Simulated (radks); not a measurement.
Task: Ionisation of the tin ion Sn2+, [Kr] 4d10 5s2, to [Kr] 4d10 5s1 as the strength of local exchange is varied. All-electron calculation, non-relativistic Kohn-Sham, Slater X-alpha exchange (alpha = 2/3 is LDA exchange), no correlation, spin-polarised, spherical densities, point nucleus; relativity is left out, which matters for an element this heavy. Program: a radial shooting solver on a logarithmic mesh with Libxc functionals.

alpha  E(Sn2+) (hartree)  exchange (hartree)  IE (eV)  -e of the level emptied (eV)  <r> of it (bohr)
0.558        -5989.99653          -125.44754   27.356                   23.007 (5s)             2.346
0.667        -6014.54957          -150.54044   28.504                   24.208 (5s)             2.303
0.897        -6066.67363          -204.11604   30.983                   26.827 (5s)             2.218
0.907        -6068.94958          -206.46469   31.093                   26.944 (5s)             2.214
0.926        -6073.27609          -210.93153   31.301                   27.166 (5s)             2.208
1.012        -6092.89563          -231.22225   32.253                   28.179 (5s)             2.178
x            -6025.84456          -162.11497   29.036                   24.768 (5s)             2.284

Which alpha was used in the last row?

Result: alpha = 0.717. NIST Atomic Spectra Database: 30.506 eV (measured). The Delta-SCF value meets it near alpha = 0.85. Relativity is left out here, which matters for elements this heavy.
